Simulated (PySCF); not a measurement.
PySCF input file for C₄H₈OSi, SMILES C([SiH2]CCO)#C, SMD-PBE0/6-31G*. Geometry optimised at r2SCAN-D4/def2-SVP. This is a generated structure with no PubChem entry under its InChIKey; it may be hypothetical. One conformer was computed; it need not be the lowest.

```python
import numpy as np
from pyscf import gto, scf, dft
from pyscf.solvent import smd

mol = gto.M(
    atom='''
    C     1.92282143   -2.02546913    0.03686604
    C     1.52753765   -0.87025151    0.00851996
    Si    0.88984970    0.85081468   -0.00513435
    C    -0.80345180    0.90500030    0.83681920
    C    -1.76868244   -0.14879938    0.29615959
    O    -1.80949375   -0.16792445   -1.11757174
    H     2.27528365   -3.04161942    0.05491218
    H     1.84234241    1.71527058    0.75611176
    H     0.83826777    1.35294910   -1.40789075
    H    -1.21847362    1.92271818    0.70043449
    H    -0.66612674    0.77833531    1.92574459
    H    -1.42684052   -1.15232088    0.59751347
    H    -2.78077224   -0.00659085    0.72902217
    H    -2.11497554    0.70036648   -1.41358200
    ''',
    basis='6-31G*',
    charge=0,
    spin=0,
    max_memory=1600,
    verbose=3,
)
mf = dft.RKS(mol, xc='pbe0').density_fit(auxbasis='def2-universal-jkfit')
mf.grids.level = 3
mf.conv_tol = 1e-9
mf.max_cycle = 100
mf.kernel()
res = {}
for name in ['water', 'acetone', 'N,N-dimethylformamide']:
    s = mf.SMD()
    s.with_solvent.solvent, s.with_solvent.sasa_ng = name, 194
    s.kernel(mf.make_rdm1())
    res[name] = (s.e_tot, s.with_solvent.get_cds(), s.dip_moment(), s.mo_energy, s.converged)
    print(f'SMD {name}: dG(solv) = {(s.e_tot - mf.e_tot) * 627.509474:.3f} kcal/mol, of which CDS {res[name][1] * 627.509474:.3f}')
```

Log of the run:

```
converged SCF energy = -521.457190569961
converged SCF energy = -521.464736071631
Dipole moment(X, Y, Z, Debye): -1.51669,  1.26310,  1.53439
SMD water: dG(solv) = -4.735 kcal/mol, of which CDS 5.788
converged SCF energy = -521.467501958954
Dipole moment(X, Y, Z, Debye): -1.47541,  1.07566,  1.41037
SMD acetone: dG(solv) = -6.470 kcal/mol, of which CDS 0.450
converged SCF energy = -521.466067614441
Dipole moment(X, Y, Z, Debye): -1.48312,  1.07132,  1.42828
SMD N,N-dimethylformamide: dG(solv) = -5.570 kcal/mol, of which CDS 1.312
```

Self-consistency was reached.
